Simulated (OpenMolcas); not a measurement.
## Co4+, Rh4+, Ir4+: d5 down the group

```json
{"Program": "OpenMolcas", "Method": "RASSCF", "Basis": "ANO-RCC-VQZP", "Scalar Hamiltonian": "DKH2, point nucleus", "Spin-orbit coupling": "RASSI with atomic mean-field integrals over the reference wave functions, term energies averaged over their components"}
```

Active space for each ion: 11 electrons in 8 orbitals (RAS1 p, at most 2 holes; RAS2 d).

Computed levels in cm-1 above 6S 5/2:

| Level | Co4+ | Rh4+ | Ir4+ |
| --- | --- | --- | --- |
| 4G 7/2 | 43304 | 31091 | 27499 |
| 4G 11/2 | 43320 | 31231 | 28902 |
| 4G 9/2 | 43337 | 31328 | 29902 |
| 4P 3/2 | 44539 | 32056 | 27592 |
| 4P 1/2 | 44618 | 32641 | 30699 |
| 4D 7/2 | 51248 | 36566 | 35407 |
| 4D 1/2 | 51351 | 37334 | 39365 |
| 4D 3/2 | 51417 | 37666 | 40294 |
| 2I 11/2 | 63353 | 45356 | 41709 |
| weight of 6S in the lowest level (%) | 100 | 99 | 87 |

Mixed levels, with the weight of the term that names them: Ir4+ 4G 7/2 (66 %), Ir4+ 4P 3/2 (52 %), Ir4+ 4P 1/2 (72 %), Ir4+ 4D 7/2 (69 %), Ir4+ 4D 3/2 (51 %), Ir4+ 2I 11/2 (72 %).

Measured, with the error of the calculation in %. Measured levels: Co4+ from Sugar and Corliss, J. Phys. Chem. Ref. Data 10, 1097 (1981).

```json
{"Level": "4G 11/2", "Co4+": "37218 (+16.4)"}
{"Level": "4P 3/2", "Co4+": "40891 (+8.9)"}
{"Level": "4P 1/2", "Co4+": "41024 (+8.8)"}
{"Level": "4D 7/2", "Co4+": "44709 (+14.6)"}
{"Level": "4D 1/2", "Co4+": "44908 (+14.3)"}
```

Without spin-orbit coupling 4G lies 43314, 31196, 28569 cm-1 above 6S in that order; the difference to the level 4G 7/2, of either sign, comes from spin-orbit coupling, which also lowers the zero.

Without dynamic correlation excited terms often stand tens of per cent too high (terms of higher spin than the ground term too low), and those without a measured partner can miss by more than the paired ones. Active for correlation alone: 3p; no level in the range computed is led by a configuration that opens it, so any true level of that kind is missing (holds for Co4+). Active for correlation alone: 4p; no level in the range computed is led by a configuration that opens it, so any true level of that kind is missing (holds for Rh4+). Active for correlation alone: 5p; no level in the range computed is led by a configuration that opens it, so any true level of that kind is missing (holds for Ir4+). Computed and measured levels are paired by configuration, term and J; levels that our copy of the source lacks, or whose pairing is in doubt (as where it misses far off the trend of its configuration), stay unpaired and out of the deviations. Levels of configurations outside the active space are missing.
